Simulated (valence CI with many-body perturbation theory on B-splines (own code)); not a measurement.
The numbers below are computed, except where a source is named.
## Pr XXIX: what each term of the Hamiltonian does

Method: valence CI with perturbative core correlation (CI+MBPT): three valence electrons over a frozen Dirac-Fock core [Ar] 3d10, radial functions for each j: 11 s, 11 p, 9 d, 7 f, 5 g, 2 h, 1 i, with the one-electron correlation potential Σ1 (screened to all orders), the two-electron term Σ2, the three-electron term Σ3, Breit, model QED; selected single and double excitations, second order for the rest (own B-spline code, finite nucleus).

No measured spectrum was set against this ion. As an estimate, large intervals hold to a few tenths of a per cent, small ones and those within an open d or f shell to about a per cent.

Each rung adds one term. CI alone is the Dirac-Coulomb CI over the frozen core; QED comes last and gives the full result, which names the levels. Energies are above (4s^2 4p1/2) J=1/2 on the same rung, in cm⁻¹.

Levels are named by their leading jj configuration (3d3/2^4 stands for four electrons in 3d with j = 3/2), which in mixed levels can hold well under half, so a name can repeat and another be missing. Letters in brackets count levels of one name in rising energy.

```tsv
Level	CI alone	+ Σ1	+ Σ2	+ Σ3	+ Breit	Full
(4s^2 4p3/2) J=3/2	231778	232949	233413	233419	230439	230801
(4s 4p1/2^2) J=1/2	488464	488193	490072	490130	492753	488945
(4s 4p1/2 4p3/2) J=3/2 [a]	656675	657445	661491	661596	661481	658025
(4s 4p1/2 4p3/2) J=5/2	701665	702491	705181	705259	704793	701379
(4s 4p1/2 4p3/2) J=3/2 [b]	771784	772634	772240	772274	771817	768476
(4s 4p1/2 4p3/2) J=1/2	803971	804773	799586	799567	799629	796115
(4s 4p3/2^2) J=5/2	916132	917979	921215	921304	918070	915118
(4s 4p3/2^2) J=1/2	1033680	1035650	1033380	1033340	1030450	1027340
(4s 4p3/2^2) J=3/2	1038460	1040160	1035220	1035220	1032110	1029360
(4s^2 4d3/2) J=3/2	1129890	1130520	1124280	1124260	1119880	1119180
(4s^2 4d5/2) J=5/2	1168850	1169650	1164120	1164120	1158360	1158110
(4p1/2^2 4p3/2) J=3/2	1283000	1283460	1281140	1281210	1283600	1276470
(4p1/2 4p3/2^2) J=3/2	1465860	1467040	1467260	1467390	1466710	1460420
(4p1/2 4p3/2^2) J=5/2	1468970	1470140	1472410	1472550	1471460	1465380
(4s 4p1/2 4d3/2) J=3/2 [a]	1495030	1495230	1497420	1497580	1495930	1491550
(4s 4p1/2 4d3/2) J=5/2	1531730	1531980	1533690	1533850	1531590	1527340
(4p1/2 4p3/2^2) J=1/2	1550960	1552580	1550020	1550040	1549540	1542800
(4s 4p1/2 4d5/2) J=5/2 [a]	1596740	1597090	1595440	1595540	1592600	1588610
(4s 4p1/2 4d3/2) J=3/2 [b]	1597350	1597470	1594960	1595050	1592700	1588760
```

Q: How does the ionisation energy move along the ladder, and which term matters most?

A: CI alone 1028.7, + Σ1 1030.3, + Σ2 1030.2, + Σ3 1030.1, + Breit 1029.2, + QED 1029.2 eV. The largest step is Σ1, 1.6 eV. NIST lists 1028 ± 4 eV (theoretical).
